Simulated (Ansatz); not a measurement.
Ansatz (a first-principles code) input (CCSD(T)/aug-cc-pVDZ):

Ansatz 0.2 input:
```yaml
crystal:
  periodic: [false, false, false]
  atoms:
    - {symbol: B, position_ang: [-0.79579729, 0.31105973, -0.09105722]}
    - {symbol: O, position_ang: [0.54487434, -0.21297944, 0.06234596]}
    - {symbol: H, position_ang: [-1.61330975, -0.52331540, -0.21187621]}
    - {symbol: H, position_ang: [-0.84492411, 1.48418516, -0.06940138]}
    - {symbol: H, position_ang: [1.33120986, 0.35697248, 0.17305895]}
    - {symbol: H, position_ang: [0.74701577, -1.16930535, 0.06473710]}
basis:
  gaussian:
    orbitals: aug-cc-pVDZ
total_charge: 1
magnetization: {spin_polarized: false}
correlation: {method: ccsd_t, electrons: outside_noble_gas}
output: {forces: true}
```

End of the output:

```
cycle   5  -8.36644732 eV  change   -2.9e-4 eV  update   7.1e-4
cycle   6  -8.36652070 eV  change   -7.3e-5 eV  update   2.0e-4
cycle   7  -8.36642518 eV  change    9.6e-5 eV  update   5.2e-5
cycle   8  -8.36641874 eV  change    6.4e-6 eV  update   1.3e-5
cycle   9  -8.36641854 eV  change    2.1e-7 eV  update   3.0e-6
perturbative correction -0.18081131 eV, -0.0066446930 hartree
the calculation of the forces begins
Total energy: -2773.79837733 eV, -101.9352102189 hartree
Atom 0 at    -0.795797     0.311060    -0.091057 Å, force    -0.419306     0.163898    -0.047978 eV/Å
Atom 1 at     0.544874    -0.212979     0.062346 Å, force     0.689084    -0.269348     0.078847 eV/Å
Atom 2 at    -1.613310    -0.523315    -0.211876 Å, force    -0.281352    -0.316214    -0.042268 eV/Å
Atom 3 at    -0.844924     1.484185    -0.069401 Å, force     0.002442     0.425233     0.010354 eV/Å
Atom 4 at     1.331210     0.356972     0.173059 Å, force     0.006201     0.002485     0.000826 eV/Å
Atom 5 at     0.747016    -1.169305     0.064737 Å, force     0.002932    -0.006055     0.000219 eV/Å
Dipole moment:     0.434321    -0.169766     0.049696 e Å
```

It need not be the lowest isomer of its formula.
